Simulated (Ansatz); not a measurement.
A made-up structure of Al2H4Se, singlet:

Al1  (-1.427, 0.280, -0.955)
Se2  (0.839, -0.007, -1.343)
Al3  (1.483, -0.280, 0.866)
H4  (-2.331, 0.513, -2.231)
H5  (1.830, 0.525, -2.351)
H6  (3.026, -0.509, 1.120)
H7  (0.411, -0.234, 2.026)
(Å)

It is relaxed with PBE-D4/def2-SVP and then PBE0-D4/def2-TZVP (Ansatz 0.2.0). Atoms count as bonded within 1.22 times the sum of their covalent radii (H–H: 0.88 Å). The end point is not checked to be a true minimum.

Problem. Does its bonding change? (Judge from chemistry; the calculation decides.)

Solution. The calculation gives: Yes. Formed: Al1–Al3; broken: none.

Where it ends: The first stage lowers the energy by 1.63 eV in 29 steps. It ends as Al₂H₄Se ([AlH]1[AlH2][SeH]1):
```xyz
7
angstrom
Al -0.7935 0.7209 -0.7575
Se 0.8265 -1.1914 -1.4545
Al 1.0557 0.0441 0.8055
H -1.8081 1.0045 -1.9538
H 1.5551 -0.1854 -2.2443
H 2.3709 0.9281 0.8500
H 0.6243 -1.0339 1.8866
```

Labels in which every atom is bracketed show which atoms are joined, not bond orders.

For scale, one of the runs: PBE0-D4/def2-TZVP relaxation, 146 basis functions, launched by `ansatz run in.yaml --threads 2 --pin off --events-out ev --progress --plain --max-ram 4352MiB`. Hardware: 2 CPU threads of an Arm Neoverse V1, shared host. Wall time about 29 s.
